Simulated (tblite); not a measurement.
Compound: C6H10FGeN.
SMILES with atom numbers: `[CH3:1][NH:2][Ge@@H:3]1[CH:4]=[CH:5][C:6]([CH2:7][F:8])=[CH:9]1` (hydrogens: H10, H11, H12 on C1; H13 on N2; H14 on Ge3; H15 on C4; H16 on C5; H17, H18 on C7; H19 on C9)

Computed with GFN2-xTB (tblite), gas phase: L-BFGS steps from a force-field or distance-geometry start until the largest atomic force falls under 0.01 eV/Å.

Step 109: E = -746.9370 eV
```
atom  x, y, z in Å  |  force x, y, z in eV/Å
C1      3.5126    0.0379   -0.0705   -0.004  -0.013  -0.018
N2      2.1729    0.4770    0.2794    0.001  -0.001   0.015
Ge3     0.7528   -0.6594    0.4369    0.010   0.016  -0.033
C4     -0.2690   -1.2442   -1.1531    0.008   0.025  -0.009
C5     -1.4706   -0.6670   -1.1102   -0.006  -0.015   0.015
C6     -1.7870    0.1821    0.0448    0.005  -0.009   0.003
C7     -3.1473    0.8107    0.1100   -0.020  -0.002  -0.020
F8     -3.3662    1.6210   -0.9864   -0.001  -0.031   0.041
C9     -0.8397    0.3457    0.9741    0.010   0.004   0.015
H10     4.2411    0.7759    0.2720   -0.017   0.007   0.013
H11     3.6533   -0.1083   -1.1457    0.003  -0.020  -0.026
H12     3.7163   -0.9065    0.4328   -0.026   0.009   0.007
H13     1.9474    1.3384   -0.2023    0.007  -0.001   0.024
H14     1.2564   -1.7614    1.3372    0.003  -0.007   0.015
H15     0.0399   -1.8840   -1.9628   -0.025   0.025  -0.001
H16    -2.2317   -0.7851   -1.8701    0.020  -0.016  -0.001
H17    -3.9372    0.0474    0.0889    0.027   0.027   0.004
H18    -3.2560    1.4400    1.0001   -0.011  -0.005  -0.047
H19    -0.9977    0.9492    1.8514    0.016   0.005   0.003
```

Step 110: E = -746.9375 eV
```
atom  x, y, z in Å  |  force x, y, z in eV/Å
C1      3.5122    0.0373   -0.0682    0.007  -0.007  -0.022
N2      2.1725    0.4773    0.2806    0.010  -0.008   0.005
Ge3     0.7532   -0.6601    0.4335    0.007   0.010  -0.016
C4     -0.2703   -1.2429   -1.1563    0.013   0.033  -0.007
C5     -1.4720   -0.6660   -1.1104   -0.003  -0.015   0.021
C6     -1.7860    0.1831    0.0455    0.004  -0.007   0.009
C7     -3.1465    0.8111    0.1109   -0.029  -0.005  -0.022
F8     -3.3712    1.6086   -0.9936    0.001  -0.021   0.052
C9     -0.8373    0.3468    0.9736    0.005  -0.007   0.006
H10     4.2405    0.7754    0.2739   -0.013   0.008   0.023
H11     3.6561   -0.1091   -1.1431   -0.012  -0.021  -0.030
H12     3.7152   -0.9072    0.4351   -0.028   0.014   0.010
H13     1.9471    1.3396   -0.1997    0.013  -0.004   0.023
H14     1.2559   -1.7634    1.3344    0.000   0.002   0.005
H15     0.0384   -1.8795   -1.9686   -0.027   0.019   0.004
H16    -2.2343   -0.7855   -1.8689    0.019  -0.007   0.001
H17    -3.9350    0.0464    0.0998    0.021   0.015   0.004
H18    -3.2556    1.4475    0.9962    0.002  -0.001  -0.060
H19    -0.9925    0.9499    1.8519    0.010   0.002  -0.006
```

Step 111: E = -746.9380 eV
```
atom  x, y, z in Å  |  force x, y, z in eV/Å
C1      3.5118    0.0362   -0.0658    0.016   0.001  -0.020
N2      2.1728    0.4774    0.2839    0.016  -0.014  -0.009
Ge3     0.7537   -0.6608    0.4294    0.002  -0.001   0.010
C4     -0.2707   -1.2396   -1.1609    0.022   0.034  -0.005
C5     -1.4725   -0.6635   -1.1121   -0.001  -0.009   0.024
C6     -1.7844    0.1852    0.0453   -0.016  -0.006   0.003
C7     -3.1458    0.8111    0.1122   -0.035  -0.008  -0.024
F8     -3.3828    1.5907   -1.0024    0.006  -0.013   0.057
C9     -0.8350    0.3476    0.9726    0.008  -0.014   0.008
H10     4.2393    0.7764    0.2726   -0.004   0.007   0.028
H11     3.6569   -0.1148   -1.1400   -0.025  -0.018  -0.029
H12     3.7154   -0.9063    0.4414   -0.026   0.014   0.011
H13     1.9477    1.3408   -0.1947    0.017  -0.004   0.021
H14     1.2544   -1.7667    1.3306   -0.006   0.015  -0.010
H15     0.0364   -1.8736   -1.9754   -0.023   0.012   0.004
H16    -2.2347   -0.7836   -1.8705    0.013   0.002   0.008
H17    -3.9317    0.0443    0.1187    0.012  -0.001   0.002
H18    -3.2524    1.4591    0.9895    0.015   0.006  -0.063
H19    -0.9882    0.9495    1.8524    0.008  -0.002  -0.017
```

Step 112: E = -746.9387 eV
```
atom  x, y, z in Å  |  force x, y, z in eV/Å
C1      3.5118    0.0347   -0.0625    0.020   0.007  -0.014
N2      2.1739    0.4774    0.2891    0.016  -0.019  -0.024
Ge3     0.7545   -0.6613    0.4243   -0.002  -0.006   0.036
C4     -0.2707   -1.2346   -1.1670    0.022   0.032   0.002
C5     -1.4730   -0.6602   -1.1149    0.008  -0.002   0.020
C6     -1.7829    0.1878    0.0435   -0.014  -0.006   0.017
C7     -3.1452    0.8111    0.1138   -0.039  -0.007  -0.012
F8     -3.4000    1.5673   -1.0122    0.010  -0.006   0.046
C9     -0.8326    0.3482    0.9709   -0.009  -0.024  -0.014
H10     4.2384    0.7781    0.2702    0.007   0.004   0.026
H11     3.6557   -0.1236   -1.1361   -0.031  -0.012  -0.022
H12     3.7161   -0.9041    0.4508   -0.019   0.010   0.010
H13     1.9500    1.3425   -0.1867    0.017  -0.002   0.017
H14     1.2533   -1.7714    1.3236   -0.013   0.026  -0.021
H15     0.0339   -1.8673   -1.9830   -0.013   0.003  -0.003
H16    -2.2343   -0.7808   -1.8741    0.004   0.009   0.017
H17    -3.9279    0.0417    0.1455    0.007  -0.012  -0.001
H18    -3.2457    1.4750    0.9797    0.022   0.007  -0.061
H19    -0.9850    0.9488    1.8517    0.008  -0.002  -0.020
```

Task: Estimate the geometry and energy of step 113. (The exact step hangs on the optimiser's Hessian estimate; all steps are aligned on step 112, rigid shifts and turns removed.)

Result: E = -746.9394 eV, largest force 0.048 eV/Å
```
atom  x, y, z in Å  |  force x, y, z in eV/Å
C1      3.5125    0.0332   -0.0589    0.015   0.009  -0.005
N2      2.1760    0.4772    0.2950    0.005  -0.019  -0.032
Ge3     0.7553   -0.6613    0.4194   -0.004  -0.006   0.046
C4     -0.2704   -1.2283   -1.1735    0.025   0.018   0.003
C5     -1.4736   -0.6567   -1.1177    0.009   0.007   0.011
C6     -1.7815    0.1906    0.0415   -0.041  -0.011  -0.003
C7     -3.1452    0.8109    0.1151   -0.032  -0.007  -0.004
F8     -3.4200    1.5418   -1.0221    0.015  -0.008   0.032
C9     -0.8308    0.3483    0.9686   -0.002  -0.018   0.004
H10     4.2382    0.7798    0.2684    0.019  -0.001   0.016
H11     3.6531   -0.1331   -1.1319   -0.027  -0.004  -0.013
H12     3.7173   -0.9017    0.4610   -0.010   0.003   0.006
H13     1.9540    1.3450   -0.1765    0.014   0.002   0.013
H14     1.2529   -1.7769    1.3129   -0.018   0.030  -0.022
H15     0.0305   -1.8617   -1.9900   -0.002   0.001  -0.008
H16    -2.2347   -0.7779   -1.8772   -0.003   0.014   0.026
H17    -3.9234    0.0387    0.1754    0.003  -0.015  -0.004
H18    -3.2373    1.4930    0.9670    0.022   0.011  -0.041
H19    -0.9824    0.9482    1.8502    0.011  -0.006  -0.024
```

The energy changes by -0.0007 eV. The first-order estimate −F·Δx gives -0.0009 eV and the mean of the old and new forces, exact on a quadratic surface, -0.0007 eV. The step makes an angle of 84° with the force vector and moves no atom by more than 0.034 Å.

The cost below is that of the whole relaxation. On one thread of an Intel Xeon at 2.50 GHz, shared host with 64 logical CPUs at a one-minute load of 64, this took 4.3 s.
